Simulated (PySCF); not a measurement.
# C$_{4}$H$_{7}$N$_{3}$O: full NMR table

* Formula: C4H7N3O
* SMILES: COc1cnn(C)n1
* InChI: InChI=1S/C4H7N3O/c1-7-5-3-4(6-7)8-2/h3H,1-2H3
* Point group of the computed structure: C1
* Degrees of unsaturation: 3
* Carbon signals: 4
* Proton signals: 3

Molfile (atoms numbered from 1):
```
C4H7N3O
     RDKit          3D

 15 15  0  0  0  0  0  0  0  0999 V2000
   -2.5041   -0.8936   -0.3187 C   0  0  0  0  0  0  0  0  0  0  0  0
   -2.0849    0.4395   -0.1066 O   0  0  0  0  0  0  0  0  0  0  0  0
   -0.7621    0.5997    0.0135 C   0  0  0  0  0  0  0  0  0  0  0  0
   -0.0757    1.8102    0.2242 C   0  0  0  0  0  0  0  0  0  0  0  0
    1.2159    1.5280    0.2805 N   0  0  0  0  0  0  0  0  0  0  0  0
    1.2978    0.2341    0.1119 N   0  0  0  0  0  0  0  0  0  0  0  0
    2.5371   -0.4785    0.1472 C   0  0  0  0  0  0  0  0  0  0  0  0
    0.1365   -0.3776   -0.0510 N   0  0  0  0  0  0  0  0  0  0  0  0
   -2.0784   -1.2897   -1.2443 H   0  0  0  0  0  0  0  0  0  0  0  0
   -3.5895   -0.8623   -0.3845 H   0  0  0  0  0  0  0  0  0  0  0  0
   -2.1923   -1.5334    0.5108 H   0  0  0  0  0  0  0  0  0  0  0  0
   -0.4542    2.8035    0.3275 H   0  0  0  0  0  0  0  0  0  0  0  0
    3.3345    0.2051   -0.1360 H   0  0  0  0  0  0  0  0  0  0  0  0
    2.4843   -1.3145   -0.5479 H   0  0  0  0  0  0  0  0  0  0  0  0
    2.7307   -0.8626    1.1516 H   0  0  0  0  0  0  0  0  0  0  0  0
  1  2  1  0
  2  3  1  0
  3  4  1  0
  4  5  2  0
  5  6  1  0
  6  7  1  0
  6  8  1  0
  8  3  2  0
  1  9  1  0
  1 10  1  0
  1 11  1  0
  4 12  1  0
  7 13  1  0
  7 14  1  0
  7 15  1  0
M  END
```

[PySCF: couplings computed with B3LYP/pcJ-1 (spin–dipole term only in couplings to heteroatoms); geometry from GFN2-xTB; GIAO PBE0/pcSseg-1 shieldings; a single conformation; no solvent; non-relativistic; fast rotation and ring inversion assumed for equivalent nuclei]

References, each an isolated molecule treated in the same way: TMS for 1H and 13C; NH3 for 15N; 17O vs H2O.

```tsv
carbon	δC, type	δH (multiplicity, J in Hz)	HMBC from (abs. J ≥ 3 Hz)	span of the C tensor (ppm)
C1	57.8, CH3	4.07 (s)	–	75
C3	169.2, C	–	H12, H9/H10/H11	114
C4	123.3, CH	7.06 (s)	–	137
C7	41.7, CH3	4.10 (s)	–	67
```

Other nuclei:
```tsv
atoms	nucleus	environment	δ (ppm)	σ (ppm)
N5	15N	pyridine-type nitrogen of an azole	371.6	-103.9
N8	15N	pyridine-type nitrogen of an azole	322.2	-54.4
N6	15N	pyrrole-type ring nitrogen	246.1	21.7
O2	17O	ether oxygen	76.4	259.7
```

Selected couplings (Hz, signed; the shortest-range and largest first, 30 at most; isotopes 13C, 1H, 15N): 1J(C4,H12) 203.3, 1J(C1,H9) 149.8, 1J(C7,H13) 144.6, 1J(C3,C4) 72.8, 1J(N6,C7) -21.6, 1J(N5,N6) -13.4, 1J(N6,N8) -13.1, 1J(C3,N8) -5.3, 1J(C4,N5) -1.6, 2J(N5,H12) -13.8, 2J(N5,C7) -8.2, 2J(C7,N8) -7.9, 2J(C3,N6) -7.6, 2J(C1,C3) -2.6, 2J(N5,N8) -2.0, 2J(N6,H13) 1.7, 2J(C3,N5) 1.6, 2J(C4,N6) -1.4, 3J(N6,H12) -9.9, 3J(C1,N8) -4.1, 3J(C3,C7) 2.8, 3J(C4,C7) 2.5, 3J(N8,H13) -2.2, 3J(C1,C4) 2.0, 3J(N5,H13) -2.0.

- Carbon types of the structure: 1 × C, 1 × CH, 2 × CH3, which accounts for all hydrogens.
- δC 169.2: aromatic carbon bearing oxygen; σ withdrawal by the attached heteroatom moves it downfield of the ring CH carbons.
- δC 123.3: aromatic CH next to a ring nitrogen.
- δC 57.8: methyl carbon bonded to O; the inductive effect lowers its shielding.
- δC 41.7: methyl carbon bonded to N; deshielded by the electronegative neighbour.
- δH 7.06: hydrogen on an aromatic CH next to a ring nitrogen; the ring current deshields protons in the ring plane.

Shifts are as computed. Against solution values, carbons near 30 ppm lie about +3 ppm off and those near 130 ppm about +5 ppm. Of 1211 compounds with measured shifts, 218 miss one by over three times the rms of a fit or turn the order of signals round; such compounds aren't used in these exercises. Experimental scales use liquid or dissolved standards, which lie at an offset from isolated NH3 (liquid NH3: subtract about 20 ppm) and H2O (liquid H2O: subtract about 36 ppm). Unscaled 15N shifts of sp2 nitrogen come out 20 to 40 ppm too high even then.
